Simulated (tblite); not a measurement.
Parent: `[O:1]=[CH:2][CH2:3][SiH2:4][OH:5]` with O1–C2–C3–Si4 68°, C2–C3–Si4–O5 -48°, C3–Si4–O5–H 17°, C2H6O2Si.

Computed geometry: GFN2-xTB, gas phase. One conformer each, not checked by frequencies here.

| coordinate of the parent | value |
| --- | --- |
| O1=C2 | 1.212 Å |
| C2–C3 | 1.465 Å |
| C3–Si4 | 1.939 Å |
| Si4–O5 | 1.611 Å |
| O1–C2–C3 | 124.3° |
| C2–C3–Si4 | 105.1° |
| C3–Si4–O5 | 106.7° |

Question: In one relative the bonds that all share with the parent change as follows (parent's numbers): O1–C2 +0.014, C2–C3 +0.026, C3–Si4 -0.014, Si4–O5 0.000 Å. Which is it?
A. `[CH3:1][NH:2][C:3](=[O:4])[CH2:5][SiH2:6][OH:7]` with C1–N2–C3–O4 0°, N2–C3–C5–Si6 -119°, C3–C5–Si6–O7 -40°, C5–Si6–O7–H 12°
B. `[CH3:1][C:2](=[O:3])[C:4](=[O:5])[CH2:6][SiH2:7][OH:8]` with C1–C2–C4–O5 -40°, C2–C4–C6–Si7 88°, C4–C6–Si7–O8 -64°, C6–Si7–O8–H 10°

Answer: A. The changes in all of them (Å):

```
             SMILES   O1–C2   C2–C3  C3–Si4  Si4–O5
CC(=O)C(=O)C[SiH2]O  +0.002   0.000  +0.006  -0.004
    CNC(=O)C[SiH2]O  +0.014  +0.026  -0.014   0.000
```

Atoms are paired thus: CC(=O)C(=O)C[SiH2]O: O1 = O5, C2 = C4, C3 = C6, Si4 = Si7, O5 = O8; CNC(=O)C[SiH2]O: O1 = O4, C2 = C3, C3 = C5, Si4 = Si6, O5 = O7.
